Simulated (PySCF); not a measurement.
# Vibration and rotation of NiO

MN15 constants of NiO, ³Σ⁻ (triplet), unpaired electrons π ↑↑ (basis Ni def2-TZVPPD, O def2-TZVPPD; no relativity; PySCF 2.14; masses 57.9353 and 15.9949 u):

```
ωe   : 891.7 cm⁻¹
ωexe : 4.85 cm⁻¹
Be   : 0.51675 cm⁻¹
αe   : 0.00385 cm⁻¹
```

Question: What force constant and bond length do these constants imply?

Answer: Reduced mass μred = 12.534 u; k = 5.8918×10⁻⁷·μred·ωe² (u, cm⁻¹, mdyn/Å) = 5.87 mdyn/Å; Re = √(16.8576/(μred·Be)) (u, cm⁻¹, Å) = 1.613 Å.

Question: Estimate the centrifugal constant D from the Kratzer relation and find the Dunham coefficient a1.

Answer: D = 4Be³/ωe² = 6.94e-07 cm⁻¹; a1 = −1 − αeωe/(6Be²) = -3.14.

De is left out where the level can put another filling of the metal’s s and d shells below the measured ground configuration, by anything from nothing to about 1 eV. With d or f electrons several states lie close, and the lowest PBE0 determinant need not be the measured ground state.
